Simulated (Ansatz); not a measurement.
```yaml
crystal:
  periodic: [false, false, false]
  atoms:
    - {symbol: Cs, position_ang: [-1.739119, 0.360491, 1.083514]}
    - {symbol: Cs, position_ang: [1.596364, -1.001815, -0.882053]}
    - {symbol: F, position_ang: [-0.263577, 1.096233, -1.206982]}
    - {symbol: F, position_ang: [0.813858, 1.370626, 0.431855]}
    - {symbol: F, position_ang: [-0.407536, -1.825546, 0.573656]}
basis:
  gaussian: {orbitals: def2-SVP}
magnetization: {spin_polarized: true, initial_magnetization: 1}
hamiltonian: {xc: {name: wB97M-V}}
output: {forces: true}
```

```sh
$ ansatz run in.yaml --threads 4 --pin off --events-out ev --progress --plain --max-ram 3916MiB
```

Output, abridged:

```
Functional definition: wB97M-V
851 factors; integrals over basis functions are off by at most 3.7e-4 eV
298 factors; integrals over basis functions are off by at most 3.4e-5 eV
mean field evaluation 1: about -9231.8163 eV, gradient 3.8e1 eV
mean field evaluation 2: about -9226.6225 eV, gradient 5.8e1 eV
mean field evaluation 4: about -9237.3565 eV, gradient 1.8e0 eV
mean field evaluation 8: about -9237.4543 eV, gradient 6.9e-2 eV
mean field evaluation 16: about -9237.4544 eV, gradient 2.0e-3 eV
mean field -9237.45441358 eV, -339.4701883275 hartree, gradient 8.3e-5 eV, S^2 0.755030; 0 other end points of the search recorded, 0 dependent functions left out
reference -9237.45449568 eV, -339.4701913447 hartree; 23, 22 occupied and 67, 68 virtual orbitals, 851 factors
Total energy: -9237.45449568 eV, -339.4701913447 hartree
Atom 0 at    -1.739119     0.360491     1.083514 Å, force     0.075795    -0.026710    -0.045706 eV/Å
Atom 1 at     1.596364    -1.001815    -0.882053 Å, force    -0.076170     0.035936     0.044100 eV/Å
Atom 2 at    -0.263577     1.096233    -1.206982 Å, force     0.193378     0.017313     0.315326 eV/Å
Atom 3 at     0.813858     1.370626     0.431855 Å, force    -0.206917    -0.084720    -0.294870 eV/Å
Atom 4 at    -0.407536    -1.825546     0.573656 Å, force     0.013913     0.058181    -0.018850 eV/Å
Dipole moment:    -0.021022    -0.097174     0.030260 e Å
```

Hardware: 4 threads of Arm Neoverse V1 on a shared host. Wall time 20 s, peak host memory 0.77 GiB.

In the def2 sets Cs takes a core potential; there is no spin–orbit coupling.
